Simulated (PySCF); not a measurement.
# Radial density of Xe⁺ (xenon, charge +1)

UHF, [Kr] 4d10 5s2 5p5, 2P determinant. Calculation: PySCF 2.14, in cc-pVDZ-PP with ECP28MDF (4s3p2d, 23 functions); a scalar-relativistic core potential. This is the valence pseudo-density: the core potential removes the inner electrons and smooths the orbitals near the nucleus.

| r (bohr) | 4πr²ρ (e/bohr) | 4πr²(ρα − ρβ) |
| --- | --- | --- |
| 0.00125 | 1.363e-05 | 0.0000 |
| 0.00210 | 3.836e-05 | 0.0000 |
| 0.00353 | 0.0001069 | 0.0000 |
| 0.00594 | 0.0002903 | 0.0000 |
| 0.00998 | 0.0007340 | 0.0000 |
| 0.0168 | 0.001563 | 0.0000 |
| 0.0282 | 0.002483 | 0.0000 |
| 0.0475 | 0.003323 | 0.0000 |
| 0.0799 | 0.005940 | 0.0000 |
| 0.134 | 0.04233 | 0.0003 |
| 0.226 | 0.4909 | 0.0028 |
| 0.380 | 6.702 | 0.0450 |
| 0.640 | 28.62 | 0.1214 |
| 1.08 | 13.05 | 0.0636 |
| 1.81 | 4.985 | 0.6212 |
| 3.04 | 1.237 | 0.1919 |
| 5.12 | 0.04835 | 0.0077 |

Energies and moments cover only the electrons outside the core potential.
